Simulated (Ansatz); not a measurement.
A structure relaxed at PBE0-D4/def2-TZVP, charge 0, multiplicity 1:

```xyz
10

F     0.8001   -1.1552   -1.1220
C     0.7520   -0.8015    0.1680
S     1.8780   -1.6942    1.1664
C    -0.0352    0.1810    0.5879
Si   -1.0758    1.2568   -0.5110
H     1.8243   -2.8238    0.4410
H    -0.0439    0.3500    1.6597
H    -0.5969    1.2028   -1.9132
H    -2.4999    0.8288   -0.4656
H    -1.0026    2.6551   -0.0113
```

(1) Give its formula and SMILES.

(2) Summarise the bond lengths by kind.

Answers

(1) C2H5FSSi, `F/C(S)=C\[SiH3]`.

(2) 1 × C–F 1.338 Å; 1 × C–S 1.750 Å; 1 × C–C 1.327 Å; 1 × H–S 1.344 Å; 1 × C–Si 1.857 Å; 1 × C–H 1.085 Å; 3 × H–Si 1.483 to 1.488 Å.

Computed with Ansatz.
